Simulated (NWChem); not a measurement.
A series in which one site is exchanged, each optimised at PBE0/def2-SVP with NWChem, gas phase unless a solvent is named. Pople sets run with spherical d functions. This build's default masses of Se (78.918 u) and Br (79.917 u) are each other's, which moves their modes by up to 0.6 %. Shieldings are non-relativistic GIAO values without spin-orbit effects.

A: [F][GeH2][Cl] (GeH2ClF; site = Cl)
B: [F][GeH2][Br] (GeH₂BrF; site = Br)
C: [F][GeH3] (GeH$_{3}$F; site = H)
D: [F][GeH2][F] (GeH2F2; site = F)

```json
[
 {"quantity": "vertical ionisation energy, ΔSCF, CAM-B3LYP/def2-SVP (eV)", "A": "11.72", "B": "11.12", "C": "12.34", "D": "[?]"},
 {"quantity": "lowest singlet excitation, CAM-B3LYP/def2-SVPD, TDA (eV)", "A": "7.31", "B": "6.42", "C": "7.86", "D": "[?]"},
 {"quantity": "Ge absolute shielding, PBE0/pcSseg-1 (ppm)", "A": "1277.8", "B": "1266.8", "C": "1357.6", "D": "[?]"},
 {"quantity": "Ge absolute shielding, B3LYP/6-31G* (ppm)", "A": "1475.9", "B": "1462.9", "C": "1534.0", "D": "[?]"}
]
```

Task: Some entries are withheld; supply them.

Result: 
- vertical ionisation energy, ΔSCF, CAM-B3LYP/def2-SVP (eV), D: 12.73
- lowest singlet excitation, CAM-B3LYP/def2-SVPD, TDA (eV), D: 8.30
- Ge absolute shielding, PBE0/pcSseg-1 (ppm), D: 1311.2
- Ge absolute shielding, B3LYP/6-31G* (ppm), D: 1507.6
